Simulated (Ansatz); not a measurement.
Cost and result up the ladder for Rb₅H₄ (9 atoms). Total charge 0; doublet. Geometry: B3LYP-D4/def2-SVP.

```xyz
9

Rb   -3.1346    4.0297    0.0477
Rb   -1.5193   -0.9114   -1.0411
Rb    2.1936   -3.8047   -2.4396
Rb    3.0769   -1.7472    1.8721
Rb   -0.3031    2.2044    2.2530
H    -2.0434    1.5691   -0.0313
H     3.4631   -3.2914   -0.2075
H    -0.1183   -2.5718   -2.5209
H    -1.6150    4.5233    2.0676
```

Ansatz on 4 threads of Arm Neoverse V1 on a shared host. Times are rough, and most runs start from the orbitals of an earlier one. ωB97X-V/def2-TZVP serves as the yardstick here, not as an exact answer. Differences are given only for rows in sets of like size (and for xTB, whose basis is part of the method), since another set adds its own error. Binding counts from free atoms at the same level (Rb doublet, H doublet; other spins of the atoms weren't run), without zero-point energy or a counterpoise term.

In the def2 sets Rb takes a core potential; there is no spin–orbit coupling. LC-ωPBE has ω = 0.4 bohr⁻¹. HSE06 is defined as in plane-wave codes, on full-range PBE exchange. Correlated methods freeze no core orbitals; core or outer-core shells of Rb are correlated, in sets that lack core-valence functions. The rows differ in basis, and correlated rows in double-zeta sets carry the largest basis error. Another isomer (doublet) lies 0.91 eV lower at PBE0-D4/def2-TZVP; other spin states weren't run for this one.

Correlated methods converge slowly with the basis, most of all in double-zeta sets.

```
                         level  functions  wall time  binding energy per atom (eV)  difference from ωB97X-V/def2-TZVP (eV)
               PBE-D4/def2-SVP        140      4.8 s                          1.19                                       –
                 MP2/def2-TZVP        189      4.8 s                          1.00                                   -0.29
              PBE0-D4/def2-SVP        140      6.5 s                          1.18                                       –
             LC-ωPBE/def2-TZVP        189      8.5 s                          1.24                                   -0.05
PBE-D4/def2-TZVP (with forces)        189       10 s                          1.20                                   -0.09
             PBE0-D4/def2-TZVP        189       11 s                          1.19                                   -0.09
            HSE06-D4/def2-TZVP        189       11 s                          1.19                                   -0.10
           r2SCAN-D4/def2-TZVP        189       19 s                          1.22                                   -0.07
             ωB97X-V/def2-TZVP        189       40 s                          1.29                                    0.00
              CCSD(T)/def2-SVP        140    4.2 min                          1.05                                       –
```
